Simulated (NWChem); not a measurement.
# CdSiH$_{4}$; SMILES [SiH3][CdH]

Program: NWChem. Coordinates come from a PBE0/def2-SVP optimisation. Not confirmed as a minimum by frequencies. def2 effective core potentials on Cd; no spin-orbit coupling. Gas phase, vertical.

CAM-B3LYP/def2-SVPD, TDA puts singlet state 3 at 6.65 eV with oscillator strength 0.558.

Give the wavelength, the transition dipole and the radiative lifetime of that state in vacuum.


1. λ = 1239.84/6.65 = 186 nm, or 53640 cm⁻¹.
2. f = (2/3) ΔE μ² in atomic units, so μ = √(1.5 f/ΔE) = 1.85 a.u. = 4.70 D.
3. τ = 1.499 s cm⁻² / (f ν²) = 0.93 ns, for a non-degenerate state that emits at the vertical energy; a higher state like this one mostly decays faster by other paths.
